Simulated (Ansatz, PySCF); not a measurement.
The pair A = CH2O (SMILES C=O) (first 4 atoms), B = CH6Si (SMILES C[SiH3]); geometry from B3LYP-D3(BJ)/def2-TZVP.
(charge 0, multiplicity 1):
```json
[
 {"atom": "C", "x (Å)": "0.1719", "y (Å)": "0.2339", "z (Å)": "-0.2802"},
 {"atom": "O", "x (Å)": "-0.8160", "y (Å)": "-0.0347", "z (Å)": "0.3457"},
 {"atom": "H", "x (Å)": "1.1505", "y (Å)": "0.3876", "z (Å)": "0.2113"},
 {"atom": "H", "x (Å)": "0.1531", "y (Å)": "0.3413", "z (Å)": "-1.3812"},
 {"atom": "C", "x (Å)": "-1.4140", "y (Å)": "-0.5214", "z (Å)": "3.7208"},
 {"atom": "Si", "x (Å)": "0.3757", "y (Å)": "-0.0537", "z (Å)": "3.4332"},
 {"atom": "H", "x (Å)": "-1.4877", "y (Å)": "-1.5030", "z (Å)": "4.1928"},
 {"atom": "H", "x (Å)": "-1.9488", "y (Å)": "-0.5516", "z (Å)": "2.7717"},
 {"atom": "H", "x (Å)": "-1.9046", "y (Å)": "0.2034", "z (Å)": "4.3733"},
 {"atom": "H", "x (Å)": "1.1137", "y (Å)": "-0.0086", "z (Å)": "4.7222"},
 {"atom": "H", "x (Å)": "0.4966", "y (Å)": "1.2841", "z (Å)": "2.8037"},
 {"atom": "H", "x (Å)": "1.0638", "y (Å)": "-1.0376", "z (Å)": "2.5615"}
]
```

Correlated levels freeze the cores.

Codes used: Ansatz (an electronic-structure program) with Gaussian orbitals; PySCF for the dispersion terms. Values without a source in brackets are computed.

The monomers are drawn apart, rigid, along the line of their centres of mass. Counterpoise-corrected interaction energies (kcal/mol):

| level | R = 4.832 Å | R = 6.156 Å |
|---|---|---|
| PBE/def2-TZVPPD | -0.5904 | -0.1769 |
| PBE-D3(BJ)/def2-TZVPPD | -0.9291 | -0.2603 |
| wB97M-V/def2-TZVPPD | -0.8293 | -0.2580 |
| CCSD(T)/aug-cc-pV(D+d)Z | -0.8044 | -0.2491 |

Question: R is the distance of the centres of mass. Find the local exponent m of E ∝ R⁻ᵐ between the two points.

Answer: 
m = ln(E₁/E₂)/ln(R₂/R₁): PBE/def2-TZVPPD 5.0; PBE-D3(BJ)/def2-TZVPPD 5.3; wB97M-V/def2-TZVPPD 4.8; CCSD(T)/aug-cc-pV(D+d)Z 4.8. For scale, two fixed dipoles give m = 3, dipole and quadrupole 4, quadrupoles 5, and dispersion or dipole-induced dipole 6 at long range; at these distances several terms mix, and what is left of overlap and damping shifts m, so it need not match one of them.
